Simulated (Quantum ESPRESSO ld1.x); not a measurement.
Results of a calculation; reference values are marked as such.
Input file for ld1.x (Quantum ESPRESSO 7.5):

```
 &input
    atom='Rh',
    iswitch=1,
    rel=0,
    lsd=1,
    dft='SLA-VWN',
    config='[Kr] 4d5 7d1',
    verbosity='high',
    prefix='ld1',
    max_out_wfc=37,
    file_charge='ld1.rho',
 /
```

Output (excerpt):

```
     Program LD1 v.7.5 starts

     --------------------------- All-electron run ----------------------------

     atomic number is 45.00
     dft =SLA-VWN   lsd =1 sic =0 latt =0  beta=0.20 tr2=1.0E-14
     Exchange-correlation= SLA-VWN
                           (   1   2   0   0   0   0   0)
     mesh =1927 r(mesh) =  99.61747 a.u. xmin = -7.00 dx = 0.00800
     1 Ry =  13.60569312 eV

     n l     nl                  e(Ry)          e(Ha)          e(eV)
     1 0     1S 1( 1.00)   -1646.017330088    -823.008665044 -22395.2066683
     2 0     2S 1( 1.00)    -237.423662365    -118.711831183  -3230.3134903
     2 1     2P 1( 3.00)    -220.514632566    -110.257316283  -3000.2544198
     3 0     3S 1( 1.00)     -45.294137830     -22.647068915   -616.2581396
     3 1     3P 1( 3.00)     -38.596304299     -19.298152149   -525.1294720
     4 0     4S 1( 1.00)      -9.376631489      -4.688315744   -127.5755706
     4 1     4P 1( 3.00)      -7.296066116      -3.648033058    -99.2680366
     3 2     3D 1( 5.00)     -26.214949043     -13.107474521   -356.6725519
     4 2     4D 1( 5.00)      -3.939387600      -1.969693800    -53.5980988
     7 2     7D 1( 1.00)      -0.507615373      -0.253807686     -6.9064590
     1 0     1S 2( 1.00)   -1646.016022280    -823.008011140 -22395.1888747
     2 0     2S 2( 1.00)    -237.349769385    -118.674884693  -3229.3081251
     2 1     2P 2( 3.00)    -220.457688830    -110.228844415  -2999.4796608
     3 0     3S 2( 1.00)     -45.242966432     -22.621483216   -615.5619172
     3 1     3P 2( 3.00)     -38.540949854     -19.270474927   -524.3763364
     4 0     4S 2( 1.00)      -9.075750252      -4.537875126   -123.4818728
     4 1     4P 2( 3.00)      -6.991001134      -3.495500567    -95.1174161
     3 2     3D 2( 5.00)     -26.141943613     -13.070971806   -355.6792624
     4 2     4D 2( 0.00)      -3.641353442      -1.820676721    -49.5431375
     7 2     7D 2( 0.00)      -0.478796772      -0.239398386     -6.5143619

     final scf error:  6.4E-15 reached in  25 iterations

     Etot =   -9359.585700 Ry,   -4679.792850 Ha, -127343.650793 eV
     Total magnetization:    6.00 Bohr mag.

     Ekin =    9353.798587 Ry,    4676.899293 Ha,  127264.913105 eV
     Encl =  -22143.031083 Ry,  -11071.515541 Ha, -301271.285722 eV
     Eh   =    3689.198769 Ry,    1844.599384 Ha,   50194.106319 eV
     Exc  =    -259.551973 Ry,    -129.775987 Ha,   -3531.384494 eV

     normalization and overlap integrals

     s(1S/1S) =  1.000000  <r> =   0.0339  <r2> =    0.0015  r(max) =   0.0224
     s(2S/2S) =  1.000000  <r> =   0.1474  <r2> =    0.0255  r(max) =   0.1251
     s(2P/2P) =  1.000000  <r> =   0.1260  <r2> =    0.0193  r(max) =   0.0976
     s(3S/3S) =  1.000000  <r> =   0.4038  <r2> =    0.1864  r(max) =   0.3625
     s(3P/3P) =  1.000000  <r> =   0.3964  <r2> =    0.1825  r(max) =   0.3511
     s(4S/4S) =  1.000000  <r> =   0.9939  <r2> =    1.1163  r(max) =   0.9024
     s(4P/4P) =  1.000000  <r> =   1.0627  <r2> =    1.2869  r(max) =   0.9468
     s(3D/3D) =  1.000000  <r> =   0.3701  <r2> =    0.1636  r(max) =   0.2921
     s(4D/4D) =  1.000000  <r> =   1.2943  <r2> =    1.9524  r(max) =   1.0847
     s(7D/7D) =  1.000000  <r> =  10.1580  <r2> =  115.3817  r(max) =  10.9500
     s(1S/1S) =  1.000000  <r> =   0.0339  <r2> =    0.0015  r(max) =   0.0224
     s(2S/2S) =  1.000000  <r> =   0.1474  <r2> =    0.0255  r(max) =   0.1251
     s(2P/2P) =  1.000000  <r> =   0.1260  <r2> =    0.0193  r(max) =   0.0976
     s(3S/3S) =  1.000000  <r> =   0.4036  <r2> =    0.1862  r(max) =   0.3625
     s(3P/3P) =  1.000000  <r> =   0.3962  <r2> =    0.1822  r(max) =   0.3511
     s(4S/4S) =  1.000000  <r> =   0.9919  <r2> =    1.1127  r(max) =   0.9024
     s(4P/4P) =  1.000000  <r> =   1.0619  <r2> =    1.2867  r(max) =   0.9393
     s(3D/3D) =  1.000000  <r> =   0.3698  <r2> =    0.1632  r(max) =   0.2921
     s(4D/4D) =  1.000000  <r> =   1.3085  <r2> =    2.0056  r(max) =   1.0847
     s(7D/7D) =  1.000000  <r> =  10.3865  <r2> =  121.1623  r(max) =  11.2160

     ------------------------ End of All-electron run ------------------------
```

Run on one thread of a shared host, so times are rough (Intel(R) Xeon(R) Processor @ 2.60GHz): 0.69 s of CPU time, 0.73 s wall, 25 iterations on 1927 mesh points.
